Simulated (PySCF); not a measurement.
## Electron correlation in Pr (praseodymium, neutral)

[Xe] 4f3 6s1 7s1, one real determinant (an excited configuration). All numbers are calculated (PySCF 2.14, the spin-free X2C one-electron Hamiltonian (Gaussian nucleus), in x2c-TZVPPall with one added diffuse shell each of s, p, d, f type (12s8p8d5f2g, 129 functions)). Frozen: [Kr] 4d10; 13 electrons correlated.

MP2 pair energies summed by pair of shells (mhartree):

```
 pair   energy  share (%)
5p-5p  -120.27       40.1
4f-5p   -75.42       25.1
5s-5p   -34.92       11.6
5p-6s   -19.88        6.6
4f-4f   -17.72        5.9
4f-5s   -15.54        5.2
5s-5s    -6.30        2.1
4f-6s    -4.10        1.4
5p-7s    -2.06        0.7
6s-7s    -1.97        0.7
5s-6s    -1.15        0.4
4f-7s    -0.45        0.1
5s-7s    -0.11        0.0
```

Total MP2 correlation energy: -299.90 mhartree.

Same-spin part -106.12 and opposite-spin part -193.79 mhartree; SCS-MP2 scales them by 1/3 and 6/5 to -267.92 mhartree.

The reference is one real determinant that mixes LS terms of this configuration.
